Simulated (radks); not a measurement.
Values are calculated unless marked as measured or tabulated.
Q: The table gives one normalised radial function P(r) = r R(r) of Cu16+ in [Ne] 3s2 6s1 (r in bohr). Code: a radial shooting solver on a logarithmic mesh with Libxc functionals. Model: scalar-relativistic Kohn-Sham, LDA (Slater exchange, Perdew-Wang correlation), spin-polarised, spherical densities, finite nucleus; open shells are filled with parallel spins first; Fermi nuclear charge, rms radius 3.8823 fm.

r         P
0.007604   0.2872
0.01143    0.3789
0.01706    0.4643
0.02565    0.5066
0.03827    0.4356
0.05709    0.1737
0.08585   -0.3036
0.1281    -0.7766
0.1926    -0.7723
0.2873     0.0769
0.4321     1.2378
0.6446     1.3984
0.9694     0.5784
1.446      0.0749
2.175      0.0017
3.244      0.0000
4.879      0.0000
7.278      0.0000

Which n and l does it have? It may be an empty orbital.

A: n = 3, l = 0: the number of nodes gives n - l - 1 = 2, the rise at small r (about r^(l+1)) gives l, and the extent must fit the shell. The curve is that of 3s down; the table hardly tells the two spins apart. 3s down: eigenvalue -603.03 eV, 2 radial nodes at r = 0.0674, 0.280 bohr, <r> = 0.589 bohr, 90 % of the charge inside 0.855 bohr.
